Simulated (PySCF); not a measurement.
## PtH₅⁻: one-bond stretch

All numbers come from PySCF, PBE0, basis Pt def2-TZVPD with ECP60, H def2-TZVPD (scalar-relativistic core potentials, no spin–orbit coupling, density fitting).

Rigid scan from the singlet minimum (H–H 0.966 Å, Pt–H 1.595 Å, Pt–H 1.649 Å (×2), Pt–H 1.677 Å (×2); H–H–Pt 73.3° (×2), H–Pt–H 33.5°, H–Pt–H 80.2° (×2), H–Pt–H 83.1° (×2), H–Pt–H 113.7° (×2), H–Pt–H 163.3° (×2), H–Pt–H 166.1°). Coordinate: the bond from Pt to the last atom (H) scaled, the rest fixed. Energies in kJ/mol from the minimum.

Question: Predict the curve at 0.92, 0.96, 1.00, 1.05, 1.12, 1.20, 1.35, 1.55, 1.80, 2.20.

Answer: 
```csv
scale of one bond,E (kJ/mol),"dipole size (D, about the centre of mass)"
0.92,14.1,1.72
0.96,3.2,1.70
1.00,0.0,1.66
1.05,4.2,1.59
1.12,21.4,1.46
1.20,52.0,1.25
1.35,125.0,0.72
1.55,225.2,–
1.80,326.1,–
2.20,425.5,–
```

At long bonds a restricted determinant can lie too high, and another spin state can fall below this curve.

With an element this heavy the missing spin–orbit coupling can shift these numbers.

The scan took 11 s on 2 threads of a shared Arm Neoverse V2 host; the process peaked at 1.3 GiB.
